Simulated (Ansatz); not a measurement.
Mulliken charges of `F[CH]1[SiH2][SnH2]1` from ωB97M-V/def2-TZVPP in Ansatz (PBE0-D4/def2-TZVP geometry).

| atom | x (Å) | y (Å) | z (Å) | charge (e) |
| --- | --- | --- | --- | --- |
| F1 | -1.949 | 1.050 | -0.038 | -0.216 |
| C2 | -0.742 | 0.560 | -0.469 | -0.133 |
| Si3 | 0.864 | 0.885 | 0.470 | 0.056 |
| Sn4 | 0.122 | -1.442 | -0.043 | 0.296 |
| H5 | -0.648 | 0.691 | -1.551 | 0.131 |
| H6 | 1.934 | 1.754 | -0.089 | -0.017 |
| H7 | 0.612 | 1.163 | 1.905 | 0.003 |
| H8 | 0.411 | -2.357 | -1.444 | -0.064 |
| H9 | -0.515 | -2.350 | 1.241 | -0.056 |

Question: By hand: the dipole of these point charges (1 e Å = 4.8032 D).

Answer: Σ q r = (0.491, -0.332, -0.089) e Å, of length 0.599 e Å = 2.88 D.

Question: How does the dipole of the full density compare? (Best estimate.)

Answer: Ansatz gave: (0.322, -0.150, -0.086) e Å, 1.76 D; the point charges give 1.64 times that, at 10° from its direction.

Point charges leave out the atoms' own dipoles, such as those of lone pairs, and Mulliken's split depends on the basis, so the two needn't agree.
